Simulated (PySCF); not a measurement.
As (SMILES [As]), quartet; DF-PBE0/3-21G in PySCF.

PySCF was given this input:
```python
from pyscf import gto, scf, dft

mol = gto.M(
    atom='''
As    0.000000    0.000000    0.000000
''',
    basis='3-21g',
    charge=0,
    spin=3,
    verbose=4,
)

mf = dft.UKS(mol)
mf.xc = 'pbe0'
mf = mf.density_fit(auxbasis='def2-universal-jkfit')
mf.kernel()
```

Problem. What does PySCF print? Leave out banner, timings and long lists.

Solution. 
```
PySCF version 2.14.0

[INPUT] verbose = 4
[INPUT] num. atoms = 1
[INPUT] num. electrons = 33
[INPUT] charge = 0
[INPUT] spin (= nelec alpha-beta = 2S) = 3
[INPUT] symmetry False subgroup None
[INPUT] Mole.unit = angstrom
[INPUT] Symbol           X                Y                Z      unit          X                Y                Z       unit  Magmom
[INPUT]  1 As     0.000000000000   0.000000000000   0.000000000000 AA    0.000000000000   0.000000000000   0.000000000000 Bohr   0.0

nuclear repulsion = 0
number of shells = 10
number of NR pGTOs = 54
number of NR cGTOs = 22
basis = 3-21g
ecp = {}

******** <class 'pyscf.df.df_jk.DFUKS'> ********
method = DFUKS
initial guess = minao
damping factor = 0
level_shift factor = 0
DIIS = <class 'pyscf.scf.diis.CDIIS'>
diis_start_cycle = 1
diis_space = 8
diis_damp = 0
SCF conv_tol = 1e-09
SCF conv_tol_grad = None
SCF max_cycles = 50
direct_scf = False
number electrons alpha = 18  beta = 15
XC library pyscf.dft.libxc version 7.1.2
    S. Lehtola, C. Steigemann, M. J. T. Oliveira, and M. A. L. Marques,  SoftwareX 7, 1–5 (2018)
XC functionals = pbe0
    C. Adamo and V. Barone,  J. Chem. Phys. 110, 6158 (1999)
    M. Ernzerhof and G. E. Scuseria,  J. Chem. Phys. 110, 5029 (1999)
radial grids:
    Treutler-Ahlrichs [JCP 102, 346 (1995); DOI:10.1063/1.469408] (M4) radial grids

becke partition: Becke, JCP 88, 2547 (1988); DOI:10.1063/1.454033
pruning grids: <function nwchem_prune>
grids dens level: 3
symmetrized grids: False
atomic radii adjust function: <function treutler_atomic_radii_adjust>
small_rho_cutoff = 0
Set gradient conv threshold to 3.16228e-05
tot grids = 20424
******** <class 'pyscf.df.df.DF'> ********
auxbasis = def2-universal-jkfit
init E= -2222.57363866739

cycle= 1 E= -2224.77310170049  delta_E= -2.2  |g|= 0.0459  |ddm|= 0.906
cycle= 2 E= -2224.77398421741  delta_E= -0.000883  |g|= 0.00759  |ddm|= 0.0975
cycle= 3 E= -2224.77402386908  delta_E= -3.97e-05  |g|= 0.000828  |ddm|= 0.0188
cycle= 4 E= -2224.77402443053  delta_E= -5.61e-07  |g|= 4.84e-05  |ddm|= 0.00227
cycle= 5 E= -2224.77402443282  delta_E= -2.29e-09  |g|= 1.53e-07  |ddm|= 0.000134
cycle= 6 E= -2224.77402443282  delta_E= -9.09e-13  |g|= 2.23e-08  |ddm|= 4.64e-07
Extra cycle  E= -2224.77402443282  delta_E=    0  |g|= 3.74e-09  |ddm|= 7.68e-08
converged SCF energy = -2224.77402443282  <S^2> = 3.7501683  2S+1 = 4.0000842
```
